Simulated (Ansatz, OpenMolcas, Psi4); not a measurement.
**SnSe (SMILES [Se][Sn]): the vertical ionisation energy, rung by rung**

SnSe has 2 atoms, charge 0, and is taken as a singlet. As SMILES, `[Se][Sn]`. The shape is that of a PBE0-D4/def2-TZVP optimisation.

```jsonl
{"atom": "Se", "x (Å)": "0.0000", "y (Å)": "0.0000", "z (Å)": "0.0065"}
{"atom": "Sn", "x (Å)": "0.0000", "y (Å)": "0.0000", "z (Å)": "2.3318"}
```

Each level gives the vertical ionisation energy (to the doublet cation) (eV). The values are calculated.

```csv
level,kind,program,value (eV),less CCSD(T)/def2-TZVP,CPU time (all runs)
HF/def2-TZVP (core potential),Hartree–Fock,Ansatz,7.81,-1.32,21 s
SVWN5/def2-TZVP (core potential),LDA,Ansatz,9.46,+0.33,21 s
TPSS/def2-TZVP (core potential),meta-GGA,OpenMolcas,9.12,-0.01,78 s
r2SCAN/def2-TZVP (core potential),meta-GGA,OpenMolcas,9.17,+0.04,77 s
BHLYP/def2-TZVP (core potential),global hybrid,Ansatz,8.85,-0.28,37 s
wB97X-V/def2-TZVP (core potential),range-separated hybrid,Psi4,9.40,+0.27,98 s
B2PLYP/def2-TZVP (core potential),double hybrid,Ansatz,9.13,0.00,53 s
"DSD-PBEP86/def2-TZVP (core potential, density fitting for correlation)",double hybrid,Psi4,9.47,+0.34,41 s
RPA@PBE/def2-TZVP (core potential),RPA,Ansatz,9.22,+0.09,47 s
CCSD(T)/def2-TZVP (core potential),coupled cluster or CI,Ansatz,9.13,0.00,73 s
```

Differences are taken from CCSD(T)/def2-TZVP (core potential) for orientation; it has basis-set and higher-order errors of its own. Spin-orbit coupling, which can split open shells on such heavy atoms by tenths of an eV, is left out. The values span 7.81 to 9.47 eV. In the correlated wave-function rows the outer d shell of Se, Sn is correlated, in sets not made for it. CPU times are rough (shared hosts, several kinds of processor and program).
